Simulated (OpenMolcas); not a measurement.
Os2+ (d6) among equal point charges was computed by CASSCF with the d shell active (OpenMolcas, ANO-RCC-VDZP on the metal). Its lowest spin-free states, and all those of the highest spin:

| 2S+1 | Degeneracy | E (cm-1) |
| --- | --- | --- |
| 1 | 1 | 0.0 |
| 5 | 2 | 931.1 |
| 5 | 1 | 1659 |
| 3 | 2 | 4771 |
| 3 | 1 | 5298 |
| 3 | 1 | 8192 |
| 3 | 2 | 9742 |
| 1 | 2 | 11588 |
| 1 | 1 | 12043 |
| 5 | 1 | 16524 |
| 3 | 1 | 17422 |
| 3 | 2 | 17472 |
| 5 | 1 | 18163 |

Task: Is the site octahedral, tetrahedral or cube-like, axial, or of lower symmetry?

Result: The states with 2S+1 = 5 have orbital degeneracies 2, 1, 1, 1. There are pairs but no triples, so the site is axial: not cubic, but with a proper or improper axis of order three or more. The run had Os2+ among 6 point charges of -1.7 e arranged as a tetragonal octahedron (D4h), 2.01 Å from the ion, with the axial distance 2.050 Å. The active orbitals were held to one l.

Spin-orbit coupling mixes the spin-free states strongly: the lowest level takes only 43 % from its leading state, 1A1. Without dynamic correlation the repulsion within the d shell is too large (B by tens of per cent), so at a given field states of lower spin stand too high. This shell can be high or low spin here, a state of another spin lies low, and with metal d orbitals alone active their balance is uncertain, so the ground spin may be wrong, although the usual error favours high spin. Point charges carry no covalency, so the field is a model and not that of real ligands. No measured value stands beside these numbers.
